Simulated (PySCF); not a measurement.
# Calculated NMR data

- spin–spin couplings from B3LYP/pcJ-1
- geometry: GFN2-xTB
- NMR shieldings at PBE0/pcSseg-1/GIAO
- run in PySCF 2.14.0 with density-fitted response routines
- no solvent, one conformer, equivalent nuclei averaged, non-relativistic Hamiltonian

Referencing at the same level of theory: TMS for ¹H (31.72 ppm), ¹³C (186.93 ppm). Multiplet labels drop J under 1 Hz and among equivalent protons, and merge close values. Unscaled 3J(H,H) run several per cent high. Where no couplings were computed, multiplicities follow the n + 1 count of equivalent neighbours, and m marks all less simple cases (inequivalent or close neighbours, rings, F or P nearby). One-bond C–F couplings are unscaled and too large by tens of Hz. Shifts are as computed. Against solution values, carbons near 30 ppm lie about +3 ppm off and those near 130 ppm about +5 ppm. Of 1211 compounds with measured shifts, 218 miss one by over three times the rms of a fit or turn the order of signals round; such compounds aren't used in these exercises.

Compound 1 (C3H8N2OSi2). ¹H NMR (500 MHz, computed): δ 8.71 (m, 1H), 8.56 (m, 1H), 5.46 (m, 1H), 5.35 (m, 1H), 5.31 (m, 1H), 3.84 (s, 3H). ¹³C{¹H} NMR (computed): δ 174.2 (CH2), 125.4 (C), 55.5 (CH3). Structure: SMILES C=N[SiH2][Si@@H](C#N)OC.

Compound 2 (C9H9N3). ¹H NMR (500 MHz, computed): δ 8.62 (m, 1H), 8.20 (m, 1H), 7.86 (d, 1H), 7.37 (d, 1H), 6.38 (m, 1H), 6.00 (m, 1H), 2.71 (s, 3H). ¹³C{¹H} NMR (computed): δ 139.7 (C), 137.3 (CH), 136.9 (C), 133.4 (CH), 131.3 (CH2), 129.7 (CH), 127.4 (C), 121.6 (CH), 22.6 (CH3). Structure: `InChI=1S/C9H9N3/c1-3-9-7(2)4-5-8-6-10-11-12(8)9/h3-6H,1H2,2H3`.

Compound 3 (C9H9N3). ¹H NMR (500 MHz, computed): δ 8.22 (m, 1H), 7.77 (d, 1H), 7.36 (m, 1H), 6.32 (d, 1H), 4.16 (m, 1H), 1.42 (m, 2H), 0.91 (m, 2H). ¹³C{¹H} NMR (computed): δ 150.1 (C), 140.7 (C), 129.3 (CH), 129.3 (CH), 118.8 (CH), 108.8 (CH), 16.1 (CH2), 11.6 (CH). Structure: `InChI=1S/C9H9N3/c1-2-8-6-10-11-12(8)9(3-1)7-4-5-7/h1-3,6-7H,4-5H2`.

Compound 4 (C9H9N3). ¹H NMR (500 MHz, computed): δ 8.33 (d, 1H), 7.93 (m, 1H), 7.58 (m, 1H), 7.54 (m, 1H), 7.14 (m, 1H), 5.38 (m, 1H), 2.88 (s, 3H). ¹³C{¹H} NMR (computed): δ 152.1, 137.0, 134.6, 134.1, 128.7, 125.5, 124.6, 108.4, 21.8. Structure: SMILES C=Cn1nnc2cccc(C)c21.

Compound 5 (C3HF3). ¹H NMR (500 MHz, computed): δ 2.29 (q, J = 3.5 Hz, 1H). ¹³C{¹H} NMR (computed): δ 122.8 (q, J = 327.5 Hz), 84.2 (q, J = 4.1 Hz), 75.4 (q, J = 54.1 Hz). Structure: SMILES C#CC(F)(F)F.
